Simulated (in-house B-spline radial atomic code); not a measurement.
Mg. Computed with a B-spline radial atomic code. Model: non-relativistic spherical atom: semilocal Troullier-Martins pseudo-atom, one channel per l, against all electrons, high spin, G0W0 and RPA with empty states to l = 8, local potential for every l without a channel, a model core (radius 0 = none) keeps its share of the functional.

What the tables leave out is listed at the end.

The pseudopotential gives back the lowest level of each angular momentum of its own functional in the configuration it was made in; a second state of the same l is only approximately right. Exact exchange, RPA and GW see the smooth pseudo-orbitals and miss the exchange with the core, for which the functional's share stands in. The column with an uncorrelated core keeps all orbitals and exact exchange, and so separates missing core correlation from pseudisation. Only the three outermost levels and the lowest empty one were computed. RPA here is direct RPA, with no exchange kernel, and its energies carry an (l + 1/2)⁻⁴ tail. A hybrid on a potential with a model core restores only its own semilocal share of the core's exchange.

Command:
```bash
python run_psgw.py task.json out
```
Settings (lengths in bohr, energies in hartree):
```
Z                      12
electrons              12
configuration          [Ne] 3s2
generated_in           [Ne] 3s2
functional             pbe,pbe
core_shells            2
radius_factor          1.15
core_correction        True
ion_configuration      [Ne] 3s1
```

Time taken, with all properties: 39 s on 1 thread of Arm Neoverse N1 (shared host).

Given: made with PBE; model core radius 0.201 bohr; local radius 1.14 bohr; mean-field start PBE.

Valence shells of the generating configuration: 2p, 3s.

Channel: s 2.939, p 0.822 (radii in bohr).

Computed: largest level miss in the spin-unpolarised generating configuration 0 eV; valence RPA correlation energy pseudo -0.51543 hartree; all-electron RPA polarisability, core included 53.999 bohr³; ionisation by mean-field all-electron 7.6121 eV; ionisation by mean-field pseudo minus all 0.001 eV; ionisation by RPA all-electron 8.0263 eV; ionisation by RPA pseudo minus all 0.163 eV.

```tsv
level	occupied	mean-field all-electron (eV)	mean-field pseudo minus all (eV)	G0W0 all-electron (eV)	G0W0 uncorrelated core minus all (eV)	G0W0 pseudo minus all (eV)	exchange self-energy all-electron (eV)	exchange self-energy pseudo (eV)
3s	1	-4.6989	0	-7.5139	-0.023	-0.166	-8.9708	-8.7122
```

What is the valence RPA correlation energy all-electron orbitals?

-0.42175 hartree.

What is the pseudo-atom RPA polarisability?

54.034 bohr³.

Given: mean-field start PBE0.

Computed: valence RPA correlation energy pseudo -0.49122 hartree; all-electron RPA polarisability, core included 46.37 bohr³; ionisation by mean-field all-electron 7.5415 eV; ionisation by mean-field pseudo minus all 0.052 eV; ionisation by RPA all-electron 7.8399 eV; ionisation by RPA pseudo minus all 0.145 eV.

| level | occupied | mean-field all-electron (eV) | mean-field pseudo minus all (eV) | G0W0 all-electron (eV) | G0W0 uncorrelated core minus all (eV) | G0W0 pseudo minus all (eV) | exchange self-energy all-electron (eV) | exchange self-energy pseudo (eV) |
| --- | --- | --- | --- | --- | --- | --- | --- | --- |
| 3s | 1 | -5.4255 | -0.035 | -7.6709 | -0.022 | -0.168 | -8.8703 | -8.7883 |

What is the valence RPA correlation energy all-electron orbitals?

-0.39684 hartree.

What is the pseudo-atom RPA polarisability?

45.244 bohr³.

Among the listed levels the largest G0W0 shift of the pseudo-atom is -0.17 eV, for 3s on the PBE0 start, while leaving the core uncorrelated moves that level by -0.02 eV. So pseudisation and the lost core exchange, not the missing core correlation, make the error. Not in the tables (levels of low weight, unsolved or above zero; the highest and the empty levels are kept at any weight): on PBE the G0W0 levels 2p (pseudo minus all +3.17 eV, weights 0.05 and 0.07), 3p (pseudo minus all +0.05 eV, weights 0.86 and 0.86); on PBE0 the G0W0 levels 2p (pseudo minus all +4.02 eV, weights -0.43 and 0.03), 3p (pseudo minus all +0.07 eV, weights 0.91 and 0.91); no Hartree-Fock pseudo-atom is run with a model core.
